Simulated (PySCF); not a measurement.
Vertical excitations of a molecule H4OSeSi from TDA-LC-ωPBE/def2-SVPD (PySCF), as energy in eV (oscillator strength): 5.78 (0.002), 6.59 (0.061), 7.14 (0.032), 7.74 (0.023), 7.88 (0.013), 7.91 (0.015), 8.15 (0.104), 8.19 (0.006), 8.30 (0.149), 8.45 (0.005). Lowest triplet (TDA): 5.26 eV. Coordinates come from a ωB97X-D3(BJ)/def2-SVP optimisation. The values are those of a single conformer.

Question: Which molecule gave these data?
A. [SiH3]O[SeH]
B. O[SiH2][SeH]
C. O[Se][SiH3]

Answer: B, O[SiH2][SeH]
